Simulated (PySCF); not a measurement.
Geometries of 2 isomers of ClH6PSi2, from PBE0-D3(BJ)/def2-SVP geometry optimisation, gas phase in PySCF. One conformer each, no zero-point energy, no frequencies.

Question: Which isomer lies lower at this level?
A.
```xyz
10
angstrom
Si    -0.608   -0.218   -1.330
P      0.632    1.048    0.086
Si     2.449   -0.270    0.172
Cl     3.038   -1.026   -1.671
H     -1.932    0.452   -1.493
H      0.022   -0.406   -2.667
H     -0.805   -1.542   -0.666
H      1.165    1.922   -0.911
H      2.141   -1.424    1.063
H      3.587    0.520    0.719
```
B.
```xyz
10
angstrom
Si    -0.776    1.737    0.629
Si     0.896    3.283    0.088
P      2.983    2.416    0.208
Cl     0.799    4.819    1.491
H     -0.505    1.242    2.013
H     -0.708    0.585   -0.324
H     -2.139    2.345    0.575
H      0.712    3.874   -1.271
H      2.710    1.760    1.449
H      2.621    1.274   -0.576
```

Answer: A. That is `[SiH3]P[SiH2]Cl`, 5.7 kcal/mol below the other.

| SMILES | atoms numbered as above | E (Eh) | relative (kcal/mol) | relative (kJ/mol) | dipole (D) |
| --- | --- | --- | --- | --- | --- |
| [SiH3]P[SiH2]Cl | [SiH3:1][PH:2][SiH2:3][Cl:4] | -1383.24549 | 0.0 | 0.0 | 0.49 |
| [SiH3][Si@H](P)Cl | [SiH3:1][Si@H:2]([PH2:3])[Cl:4] | -1383.23645 | 5.7 | 23.7 | 1.81 |

As drawn, the higher has an Si–Si bond, which the lower lacks.
